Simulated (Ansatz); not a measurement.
`CBO[SiH2]C` from Hartree–Fock to CCSD(T)

```xyz
14

C     2.1891   -0.1681    1.6294
B     0.6728   -0.0135    1.2939
O     0.1798   -0.4450    0.1090
Si   -1.3458   -0.4280   -0.5402
C    -1.3236    0.5540   -2.1158
H     2.7693   -0.6337    0.8307
H     2.3102   -0.7594    2.5445
H     2.6255    0.8103    1.8610
H    -0.0900    0.4941    2.0822
H    -2.2952    0.1578    0.4449
H    -1.7235   -1.8401   -0.8054
H    -1.0534    1.5952   -1.9249
H    -2.3109    0.5398   -2.5854
H    -0.6042    0.1364   -2.8238
```

Charge 0, multiplicity 1. All single points use the PBE0-D4/def2-TZVP geometry. It is one conformer, not always the lowest. Frozen core, restricted reference, Ansatz 0.2.0. CBS rows extrapolate triple and quadruple zeta; past MP2 they add the triple-zeta difference.

```tsv
basis	HF (Eh)	MP2 corr.
def2-SVP	-469.33793	-0.65514
def2-TZVPP	-469.65408	-0.81452
def2-QZVPP	-469.67248	-0.87166
```

Q: Estimate the CCSD correlation energy and the (T) correction in each basis where they were run (hartree).

A: 
| basis | CCSD corr. | (T) |
| --- | --- | --- |
| def2-SVP | -0.71887 | -0.01859 |
| def2-TZVPP | -0.87009 | -0.03131 |
| CBS(def2) | -0.96956 | as TZ |
